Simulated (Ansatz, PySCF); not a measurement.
Caution: the highest occupied level lies above zero, so the state may not be bound. This triplet is an excited state, 0.60 eV above the relaxed singlet at the level frozen-core CCSD(T)/aug-cc-pVDZ // B3LYP-D3(BJ)/def2-TZVPD (Ansatz, a first-principles code).

B3LYP has the VWN-RPA correlation part, as in Gaussian. 

**H₆AlSi₂, SMILES `[SiH3][Al-][SiH3]` (excited triplet) (charge -1, multiplicity 3)**

These are B3LYP-D3(BJ)/def2-TZVPD (PySCF) values and carry that method's errors.

```
Item                                                             Value
-----------------------------  ---------------------------------------
highest occupied spin orbital                                  0.49 eV
total energy                                              -825.1123 Ha
cost                           about 2.9 core-minutes (a rough figure)
```

Bond lengths (Å): Si1–Al2 2.460, Si1–H4 1.502, Si1–H5 1.508, Si1–H6 1.508, Al2–Si3 2.460, Si3–H7 1.502, Si3–H8 1.508, Si3–H9 1.508. Angles (°): Al2–Si1–H4 112.4, Al2–Si1–H5 117.6, Al2–Si1–H6 117.5, H4–Si1–H5 102.7, H4–Si1–H6 102.8, H5–Si1–H6 101.8, Si1–Al2–Si3 119.3, Al2–Si3–H7 112.4, Al2–Si3–H8 117.5, Al2–Si3–H9 117.6, H7–Si3–H8 102.8, H7–Si3–H9 102.7, H8–Si3–H9 101.8.
Charge -1, spin multiplicity 3.
